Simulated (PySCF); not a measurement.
## UHF on Ti²⁺ (titanium, charge +2)

Configuration: [Ar] 3d1 4s1, high-spin 3D determinant (an excited configuration). Calculation: PySCF 2.14, in aug-cc-pVDZ (7s6p4d2f, 59 functions); no relativity, point nucleus.

| Property | Result |
| --- | --- |
| Total energy | -847.546440 hartree |
| One-electron energy | -1144.0857 hartree |
| Hartree (Coulomb) energy | 336.9599 hartree |
| Exchange energy | -40.4207 hartree |
| Kinetic energy | 846.35593 hartree |
| ⟨S²⟩ | 2.0015 |
| ⟨L²⟩ | 6.017 |
| Sum of ⟨r⟩ | 15.18 bohr |
| Sum of ⟨r²⟩ | 22.82 bohr² |
| Traceless quadrupole moment −½Σ⟨3z² − r²⟩ along its main axis | 0.452 e·bohr² |
| Density at the nucleus (Gaussians lack the cusp) | 7080 bohr⁻³ |
| Spin density at the nucleus | 4.50 bohr⁻³ |
| Langevin diamagnetic susceptibility | -18.1 ×10⁻⁶ cm³/mol |

| shell | electrons | mean orbital energy (eV) | spread (eV) | rms radius, mean of both spins (bohr) |
| --- | --- | --- | --- | --- |
| 1s α | 1 | -5013.1 | 0 | 0.0812 |
| 1s β | 1 | -5013.0 | 0 | 0.0812 |
| 2s α | 1 | -609.44 | 0 | 0.353 |
| 2s β | 1 | -608.65 | 0 | 0.353 |
| 2p α | 3 | -510.52 | 0.051 | 0.321 |
| 2p β | 3 | -509.86 | 0.753 | 0.321 |
| 3s α | 1 | -102.74 | 0 | 1.07 |
| 3s β | 1 | -100.30 | 0 | 1.07 |
| 3p α | 3 | -72.790 | 1.284 | 1.17 |
| 3p β | 3 | -70.185 | 1.884 | 1.17 |
| 3d α | 1 | -34.295 | 0 | 1.41 |
| 4s α | 1 | -22.051 | 0 | 3.07 |

Spin-orbit constants ζ (cm⁻¹) from the X2C one-electron operator on these orbitals (non-relativistic here): bare nucleus, nucleus screened by l(l+1)(2l+1)/3 electrons, and screened by the Breit-Pauli mean field of the electrons.

| shell | bare | screened nucleus | mean field |
| --- | --- | --- | --- |
| 2p | 32410 | 29460 | 28090 |
| 3p | 3497 | 3179 | 3007 |
| 3d | 320.6 | 174.9 | 153.4 |

To first order the Landé constant is A = 76.70 cm⁻¹, so the lowest level has J = 1 and lies 0.0285 eV below the centre of the term. This holds in LS coupling only.
